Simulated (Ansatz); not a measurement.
A search over several starts for the lowest SCF solution of (AgCl)2 ring (Ag₂Cl₂) at the given spin, in a small basis.

```yaml
crystal:
  periodic: [false, false, false]
  atoms:
    - {symbol: Ag, position_ang: [-1.324395, 0.088337, -0.553884]}
    - {symbol: Cl, position_ang: [-0.793747, -0.008007, 1.895937]}
    - {symbol: Ag, position_ang: [1.324402, -0.086849, 0.553909]}
    - {symbol: Cl, position_ang: [0.793750, 0.006529, -1.895962]}
basis:
  gaussian: {orbitals: def2-SVP, initial_orbitals: start.molden}
hamiltonian: {xc: pbe0, dispersion: d4}
output: {orbitals: {seedname: orbitals}}
```

The file start.molden holds the orbitals of an earlier run on this structure, at another level or in another basis.

```sh
$ ansatz run in.yaml --threads 4 --pin off --events-out ev --progress --plain --max-ram 3916MiB
```

Output, abridged:

```
Functional definition: PBE0
972 factors; integrals over basis functions are off by at most 6.6e-4 eV
mean field evaluation 1: about -33029.9392 eV, gradient 6.0e-1 eV
mean field evaluation 2: about -33030.1195 eV, gradient 4.5e-4 eV
mean field evaluation 4: about -33030.1195 eV, gradient 9.4e-6 eV
mean field evaluation 8: about -33029.9389 eV, gradient 8.9e-1 eV
mean field evaluation 16: about -33030.1195 eV, gradient 3.7e-4 eV
mean field -33030.11949730 eV, -1213.8345029067 hartree, gradient 9.4e-6 eV, S^2 0.000000; 1 other end points of the search recorded, 0 dependent functions left out
reference -33030.11953536 eV, -1213.8345043052 hartree; 36, 36 occupied and 62, 62 virtual orbitals, 972 factors
Total energy: -33030.28387278 eV, -1213.8405435942 hartree
```

It took 1.2 s on 4 threads of Intel Xeon Platinum 8375C on a shared host.

In the def2 sets Ag takes a core potential; there is no spin–orbit coupling.
